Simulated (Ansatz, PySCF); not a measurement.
HgCl2, SMILES [Cl][Hg][Cl]. Atoms are numbered in the order given.

```xyz
3

Hg     0.0000     0.0000     0.0041
Cl     0.0000    -2.2848     0.0050
Cl     0.0000     2.2848     0.0050
```
Charge 0, spin multiplicity 1.

The structure is a stationary point at B3LYP-D3(BJ)/def2-TZVP. The isomer is the one that the SMILES or the coordinates give; other isomers of the formula were not compared. The def2 effective core potentials stand for the cores of Hg; spin–orbit coupling is left out.

Two levels are set side by side: PBE-D3(BJ)/def2-TZVP (Ansatz, a program for electronic structure) and B3LYP-D3(BJ)/def2-TZVP (Ansatz). Each level has its own optimised geometry; the coordinates shown are those of the second. Frequencies come from the Hessian of PySCF at each geometry. Differences are taken from unrounded values.

```
quantity                            B3LYP-D3(BJ)  PBE-D3(BJ)  PBE-D3(BJ) minus B3LYP-D3(BJ)
----------------------------------  ------------  ----------  -----------------------------
mean bond length (Å)                       2.285       2.275                         -0.010
bond Hg1–Cl2 (Å)                           2.285       2.275                         -0.010
bond Hg1–Cl3 (Å)                           2.285       2.275                         -0.010
highest harmonic wavenumber (cm⁻¹)           392         391                             -1
mean harmonic wavenumber (cm⁻¹)              230         230                              0
zero-point energy (kcal/mol)                1.32        1.32                           0.00
```

On these quantities the two levels nearly agree.
